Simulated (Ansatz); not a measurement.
Z-matrix (Å, degrees):
```
Si
Si 1 2.344
O 1 1.647 2 107.8
H 1 1.484 2 113.6 3 118.4
H 1 1.492 2 107.7 3 -121.3
Cl 2 2.227 1 102.5 3 -57.2
Al 2 2.400 1 118.4 3 9.3
H 2 1.489 1 114.7 3 -168.8
H 3 0.960 1 118.1 2 -29.5
H 7 1.578 2 122.3 1 178.5
H 7 1.589 2 112.3 1 3.0
```

Charge 0, multiplicity 1. The bonds changed during the relaxation, so this is another structure than the one it started from.

**Question.** List the B3LYP/def2-TZVPP orbital energies in eV (Ansatz). (An estimate is asked.)

**Answer.** Ansatz gave: Occupied: -2763.17, -1799.66, -1799.65, -1524.64, -520.83, -257.90, -196.89, -196.82, -196.77, -144.18, -144.12, -112.60, -99.60, -99.46, -99.44, -99.43, -99.41, -99.40, -73.31, -73.19, -73.12, -27.68, -23.12, -15.92, -14.70, -12.76, -12.01, -10.97, -10.78, -10.54, -9.90, -9.72, -8.93, -8.43, -8.27, -6.98. Lowest empty: -1.67, -0.96, -0.71, 0.09, 0.14, 0.81, 1.16, 1.58.

B3LYP here is the variant with VWN-RPA as its local correlation; programs differ in this.
